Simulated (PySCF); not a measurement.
## Working out the excitation energy of C²⁺

C²⁺ [He] 2s2 (1S) → C²⁺ [He] 2s1 2p1 (3P). Calculation: PySCF 2.14, in aug-cc-pwCVDZ (5s4p2d, 27 functions); no relativity, point nucleus. Frozen: nothing. Energies in hartree (1 hartree = 27.21139 eV):

```
            part  C²⁺ (lower)  C²⁺ (upper)
             UHF   -36.405150   -36.231087
CCSD correlation    -0.100947    -0.032310
             (T)    -0.000374    -0.000014
```

Question: What does Hartree-Fock give?

Answer: (-36.231087) − (-36.405150) = 0.174063 hartree = 4.736 eV.

Question: What do CCSD and CCSD(T) give?

Answer: The CCSD correlation energies differ by 0.068637 hartree = 1.868 eV and the triples by 0.000360 hartree = 0.010 eV, so CCSD gives 6.604 eV and CCSD(T) 6.614 eV.

A double-zeta basis recovers only part of the correlation energy.

The coupled-cluster amplitudes are large, so a single reference is strained.
